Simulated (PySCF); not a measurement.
**`InChI=1S/C2H10BrNSi3/c1-2-6-4(5)7(2)3/h2,7H,6H2,1,5H3/t2-,7+/m1/s1`**

Geometry:
```json
{"atom": "C1", "x (Å)": "-2.388", "y (Å)": "0.413", "z (Å)": "-1.175"}
{"atom": "C2", "x (Å)": "-1.382", "y (Å)": "-0.429", "z (Å)": "-0.401"}
{"atom": "Si3", "x (Å)": "-0.398", "y (Å)": "0.398", "z (Å)": "1.032"}
{"atom": "N4", "x (Å)": "1.054", "y (Å)": "-0.106", "z (Å)": "0.175"}
{"atom": "Si5", "x (Å)": "2.735", "y (Å)": "0.019", "z (Å)": "0.582"}
{"atom": "Si6", "x (Å)": "0.297", "y (Å)": "-0.814", "z (Å)": "-1.223"}
{"atom": "Br7", "x (Å)": "0.700", "y (Å)": "0.416", "z (Å)": "-3.013"}
{"atom": "H8", "x (Å)": "-3.227", "y (Å)": "0.688", "z (Å)": "-0.537"}
{"atom": "H9", "x (Å)": "-2.779", "y (Å)": "-0.136", "z (Å)": "-2.031"}
{"atom": "H10", "x (Å)": "-1.932", "y (Å)": "1.329", "z (Å)": "-1.545"}
{"atom": "H11", "x (Å)": "-1.878", "y (Å)": "-1.345", "z (Å)": "-0.074"}
{"atom": "H12", "x (Å)": "-0.501", "y (Å)": "-0.253", "z (Å)": "2.334"}
{"atom": "H13", "x (Å)": "-0.499", "y (Å)": "1.853", "z (Å)": "1.098"}
{"atom": "H14", "x (Å)": "3.463", "y (Å)": "0.238", "z (Å)": "-0.668"}
{"atom": "H15", "x (Å)": "3.153", "y (Å)": "-1.244", "z (Å)": "1.200"}
{"atom": "H16", "x (Å)": "2.845", "y (Å)": "1.144", "z (Å)": "1.505"}
{"atom": "H17", "x (Å)": "0.730", "y (Å)": "-2.157", "z (Å)": "-1.563"}
```

Computed with TDDFT CAM-B3LYP/def2-SVPD circular dichroism and optical rotation, one conformer, gas phase in PySCF. Geometry: GFN2-xTB.

The calculation is non-relativistic, which matters for the atoms heavier than Zn.

Problem. Draw the ECD and absorption spectra from the lowest 16 states, each a Gaussian of half-width 0.35 eV at 1/e height.

Solution. 
```tsv
E (eV)	λ (nm)	Δε (L mol⁻¹ cm⁻¹)	ε (L mol⁻¹ cm⁻¹)
5.45	228	-0.56	22.8
5.60	222	-1.75	84.2
5.75	216	-4.26	262
5.90	210	-8.65	691
6.05	205	-15.02	1450
6.20	200	-21.40	2320
6.35	195	-24.01	2820
6.50	191	-21.96	2900
6.65	187	-18.74	3090
6.80	182	-16.09	3730
6.95	178	-11.84	4570
7.10	175	-6.30	5310
7.25	171	-4.31	5840
7.40	168	-6.25	6230
7.55	164	-2.26	6730
7.70	161	+15.67	7260
7.85	158	+38.00	6970
```
Δε uses R in velocity form, ε uses f in length form. Only the states computed contribute, so the short-wavelength end is incomplete.

The sign of the CD bands at 164, 158 nm isn't settled: the length form gives the opposite one.
